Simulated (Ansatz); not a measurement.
Species: BSiH3Cl, charge 0, doublet. BSiH3Cl (SMILES [SiH3][B]Cl, doublet).
B3LYP-D3(BJ)/def2-TZVP minimum from Ansatz (an electronic-structure program):
```
Si
H 1 1.4829
H 1 1.4829 2 108.77
H 1 1.4871 2 108.89 3 -118.53
B 1 1.9970 2 107.26 3 115.71
Cl 5 1.7139 1 133.23 2 121.65
```
Charge 0, spin multiplicity 2.

Atomisation energy term by term, kcal/mol (programs: Ansatz). Radicals and triplets start from unrestricted determinants; spin-orbit coupling is neglected. Cores are frozen in correlated methods. Rows without X2C or -DK are non-relativistic. CBS(X,Y): correlation extrapolated as X^-3, Hartree-Fock from the larger set. A bracket is a step between two methods taken in the basis named. 'core' is core correlation in cc-pwCVTZ (1s frozen past Ne), 'X2C' scalar relativity in cc-pVTZ-DK, both at CCSD(T). Where a partner has so few electrons that a lower coupled-cluster level is exact, that level stands in.

```csv
term,basis,kcal/mol
Hartree-Fock,cc-pV(Q+d)Z,312.90
CCSD correlation,"CBS(cc-pV(T+d)Z,cc-pV(Q+d)Z)",81.48
(T),"CBS(cc-pV(T+d)Z,cc-pV(Q+d)Z)",5.76
CCSDT(Q) - CCSD(T),cc-pV(D+d)Z,0.49
core correlation,cc-pwCVTZ,0.90
scalar relativity,"X2C, cc-pVTZ-DK",-0.91
sum: De,,400.6
```
